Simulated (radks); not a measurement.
Task: These are the eigenvalues of the occupied orbitals of an atom or ion with whole-number occupations (eV). Calculated with a radial shooting solver on a logarithmic mesh with Libxc functionals: scalar-relativistic Kohn-Sham, LDA (Slater exchange, VWN5 correlation), spin-polarised, spherical densities, finite nucleus; Fermi nuclear charge, rms radius of each element as measured or else 0.836 A^(1/3) + 0.57 fm.

1s up: -65703.72
1s down: -65699.76
2s up: -14670.30
2s down: -14666.61
2p up: -13485.51
2p down: -13481.16
3s up: -5967.883
3s down: -5954.527
3p up: -5614.828

Which element is it, and in what charge state? The configuration may be excited. Open shells, if any, are filled with parallel spins first.

Result: Z = 70, ytterbium, charge +57: Yb57+ in [Ne] 3s2 3p1. The list shows which subshells hold electrons but not how many an open one holds; the 1s level, -2414.6 hartree, gives Z - s = 69.5 by -(Z - s)^2/2, which with screening and relativity narrows Z to a few neighbours, and the depths of the outer levels then fix element, charge and occupations together.
